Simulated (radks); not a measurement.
The numbers below are computed, except where a source is named.
Problem. As, 33 electrons, occupied as [Ar] 3d10 4s2 4p2.75 5s0.25 (fractional occupations, a model configuration). Code: a radial shooting solver on a logarithmic mesh with Libxc functionals. Model: Dirac Kohn-Sham, BP86, spin-unpolarised, spherical densities, finite nucleus; open shells fill j = l - 1/2 first; Fermi nuclear charge, rms radius 4.0968 fm. Some entries of the table are withheld. Estimate them.

| orbital | occ. | eigenvalue (eV) | r(max) (bohr) | <r^2> (bohr^2) |
|---|---|---|---|---|
| 1s1/2 | 2 | -11720.13 | 0.02973 | 0.002786 |
| 2s1/2 | 2 | -1487.763 | 0.1701 | 0.04842 |
| 2p1/2 | 2 | -1329.339 | 0.1342 | 0.03745 |
| 2p3/2 | 4 | -1292.757 | 0.1373 | 0.03893 |
| 3s1/2 | 2 | (1) | 0.5217 | 0.4125 |
| 3p1/2 | 2 | -138.2646 | 0.5153 | (2) |
| 3p3/2 | 4 | -133.2368 | 0.5238 | (3) |
| 3d3/2 | 4 | -42.3378 | (4) | 0.5776 |
| 3d5/2 | 6 | -41.6087 | (5) | 0.5858 |
| 4s1/2 | 2 | -15.6572 | 1.610 | 4.268 |
| 4p1/2 | 2 | -6.3999 | 1.939 | 7.202 |
| 4p3/2 | 0.75 | -6.1140 | 1.977 | 7.505 |
| 5s1/2 | 0.25 | -1.0698 | 6.142 | 64.95 |

Solution. 
(1) 3s1/2 eigenvalue (eV): -191.4593
(2) 3p1/2 <r^2> (bohr^2): 0.4375
(3) 3p3/2 <r^2> (bohr^2): 0.4528
(4) 3d3/2 r(max) (bohr): 0.4750
(5) 3d5/2 r(max) (bohr): 0.4778
